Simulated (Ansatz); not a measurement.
## How methods differ on InNH2F2 (SMILES [NH2][In]([F])[F])

InNH2F2 has 6 atoms, charge 0, and is taken as a singlet. As SMILES, `[NH2][In]([F])[F]`. The shape was relaxed beforehand at r2SCAN/def2-SVP.

```xyz
6

N    -0.2494    1.1735   -0.3057
In    0.2675   -0.7538    0.0392
F     1.8827   -1.2833    1.0001
F    -0.6316   -2.2775   -0.7868
H     0.0266    1.7917    0.4585
H    -1.2537    1.2854   -0.4514
```

Quantity: the dissociation energy of the F4–In2 bond into doublet F and doublet InNH2F (shapes relaxed at r2SCAN/def2-SVP, no zero-point term), in eV. The values are calculated.

```csv
level,kind,program,value (eV),less CCSD(T)/def2-SVP,CPU time (all runs)
HF/def2-SVP (core potential),Hartree–Fock,Ansatz,3.04,-1.42,1.9 s
SVWN5/def2-SVP (core potential),LDA,Ansatz,5.42,+0.96,1.9 s
BLYP/def2-SVP (core potential),GGA,Ansatz,4.45,-0.01,3.3 s
PBE/def2-SVP (core potential),GGA,Ansatz,4.62,+0.16,3.5 s
r2SCAN/def2-SVP (core potential),meta-GGA,Ansatz,4.47,+0.01,7.2 s
B3LYP/def2-SVP (core potential),global hybrid,Ansatz,4.38,-0.08,4.5 s
B2PLYP/def2-SVP (core potential),double hybrid,Ansatz,4.53,+0.07,6.7 s
RPA@PBE/def2-SVP (core potential),RPA,Ansatz,3.88,-0.58,6.5 s
MP2/def2-SVP (core potential),perturbation theory,Ansatz,4.88,+0.42,2.1 s
CCSD(T)/def2-SVP (core potential),coupled cluster or CI,Ansatz,4.46,0.00,16 s
```

CCSD(T)/def2-SVP (core potential) is the highest level here, not the true value. Spin-orbit coupling, which can split open shells on such heavy atoms by tenths of an eV, is left out. The values span 3.04 to 5.42 eV. Hartree–Fock misses the correlation of the electron pair that is broken and comes out low. Measured bond enthalpies also hold zero-point and thermal terms, a few tenths of an eV less. In the correlated wave-function rows the outer d shell of In is correlated, in sets not made for it. In so small a basis fixed costs decide the times, and correlated methods can beat functionals. CPU times are rough (shared hosts, several kinds of processor and program).
